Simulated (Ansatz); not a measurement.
Start from `[SiH3][SiH2][SeH]` and change one atom or group to get `[SiH3][SiH2]Br`.

Ansatz, PBE0-D4/def2-TZVP geometries, multiplicity 1. Each molecule was computed in one conformer, which needn't be the lowest.

Scalar relativity is left out up to krypton. Spin–orbit coupling is left out; it splits and shifts lone-pair levels of the heavy atoms by tenths of an eV.

```csv
property,`[SiH3][SiH2][SeH]`
HOMO–LUMO gap (B3LYP/def2-TZVPP) / eV,6.05
HOMO–LUMO gap (PBE/def2-TZVPP) / eV,4.51
HOMO energy (B3LYP/def2-TZVPP) / eV,-6.76
LUMO energy (B3LYP/def2-TZVPP) / eV,-0.72
LUMO energy (PBE/def2-TZVPP) / eV,-1.37
LUMO energy (PBE0/def2-TZVPP) / eV,-0.55
```

(1) Give the same properties after the change, and the shifts. (An estimate is asked.)

Answers

(1) The calculation gave: 
```json
{"property": "HOMO–LUMO gap (B3LYP/def2-TZVPP) / eV", "`[SiH3][SiH2]Br`": "6.84", "shift": "0.79"}
{"property": "HOMO–LUMO gap (PBE/def2-TZVPP) / eV", "`[SiH3][SiH2]Br`": "5.21", "shift": "0.70"}
{"property": "HOMO energy (B3LYP/def2-TZVPP) / eV", "`[SiH3][SiH2]Br`": "-7.78", "shift": "-1.02"}
{"property": "LUMO energy (B3LYP/def2-TZVPP) / eV", "`[SiH3][SiH2]Br`": "-0.93", "shift": "-0.21"}
{"property": "LUMO energy (PBE/def2-TZVPP) / eV", "`[SiH3][SiH2]Br`": "-1.62", "shift": "-0.25"}
{"property": "LUMO energy (PBE0/def2-TZVPP) / eV", "`[SiH3][SiH2]Br`": "-0.76", "shift": "-0.21"}
```

With PBE0 the HOMO falls by 1.01 eV and the LUMO falls by 0.21 eV, so the gap widens by about 0.80 eV. PBE moves the HOMO by -0.95 eV and ωB97M-V by -0.96 eV. The zero-point energy changes by -18.7 kJ/mol with -3 modes.

B3LYP here is the variant with VWN-RPA as its local correlation; programs differ in this.
